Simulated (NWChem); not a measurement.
System: C3H4Cl2; SMILES ClC1(Cl)CC1

Here is an NWChem input.

```
start job
memory heap 200 mb stack 900 mb global 1100 mb
geometry units angstroms noautosym nocenter noautoz
  Cl    -1.466803     0.000000     0.756620
  C      0.000000     0.000000    -0.213227
  Cl     1.466803     0.000000     0.756620
  C      0.000000    -0.755423    -1.497560
  C      0.000000     0.755423    -1.497560
  H      0.923540    -1.273552    -1.767540
  H     -0.923540    -1.273552    -1.767540
  H      0.923540     1.273552    -1.767540
  H     -0.923540     1.273552    -1.767540
end
basis spherical
  * library def2-svp
end
dft
  xc m06-2x
  iterations 150
end
cosmo
  dielec 4.8
end
task dft energy
```

Geometry: optimised at PBE0/def2-SVP.

Level: M06-2X/def2-SVP with COSMO at NWChem's default radii, gas-phase geometry; the question gives the dielectric constant.

Predict the main results of this run. (M06-2X/def2-SVP, COSMO on the gas-phase geometry.) Quantities: electrostatic solvation energy (kcal/mol); dipole in solution (D).


```json
{
  "electrostatic solvation energy (kcal/mol)": "-2.1",
  "dipole in solution (D)": "2.53"
}
```
